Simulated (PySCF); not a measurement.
## InGa and its ions

UHF-CCSD(T); basis In cc-pVDZ-PP with ECP28, Ga cc-pVDZ-PP with ECP10; scalar-relativistic core potentials; PySCF 2.14. Neutral (UHF): triplet (σ ↑, π ↑), Re = 2.907 Å, ωe = 142 cm⁻¹, De = 1.12 eV.

InGa⁺ (UHF): doublet (σ ↑), Re = 3.404 Å, ωe = 87.3 cm⁻¹, De = 1.09 eV to In⁺ + Ga. The energies at the minima are -447.65879 hartree for InGa and -447.45799 for InGa⁺.

Task: Work out the adiabatic ionisation energy, without and with harmonic zero-point energies (1 hartree = 27.2114 eV, 1 eV = 8065.5 cm⁻¹), and the change of the bond length.

Result: At UHF-CCSD(T): 0.20080 hartree = 5.464 eV between the minima; the zero-point term (87.3 − 142.0)/2 cm⁻¹ = -0.003 eV makes it 5.461 eV. Re changes by +49.7 pm against the neutral. The electron leaves a π orbital, and the longer bond of the ion fits a bonding orbital, or a change in how ionic the bond is.

Correlated steps freeze 8 core orbitals. Correlated levels converge slowly with the basis: in double zeta they bind strong bonds too weakly, by up to about 1 eV, and carry superposition errors of some tenths. Spin–orbit coupling is left out, which matters for elements this heavy, above all for dissociation energies. For an ion De counts to the pair picked by the measured ionisation energies or electron affinities, which need not be the lowest pair at this level. States were picked by a PBE0 search and need not be the measured ground states.
